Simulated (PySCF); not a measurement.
Excitations are Tamm–Dancoff values on a coarser integration grid. The basis has no diffuse functions, so Rydberg states are missing or too high.

Species: H₆AlN₃, SMILES `[NH2][Al]([NH2])[NH2]` (charge 0, multiplicity 1).

### Question
What is the computed T1 excitation (TDA), S1–T1 gap (TDA), LUMO, HOMO–LUMO gap and S1 excitation (TDA) (PBE-D3(BJ)/def2-TZVP run with PySCF)?

### Answer

| Quantity | Value |
|---|---|
| T1 excitation (TDA) | 4.59 eV |
| S1–T1 gap (TDA) | 0.24 eV |
| LUMO | -0.55 eV |
| HOMO–LUMO gap | 4.74 eV |
| S1 excitation (TDA) | 4.83 eV |
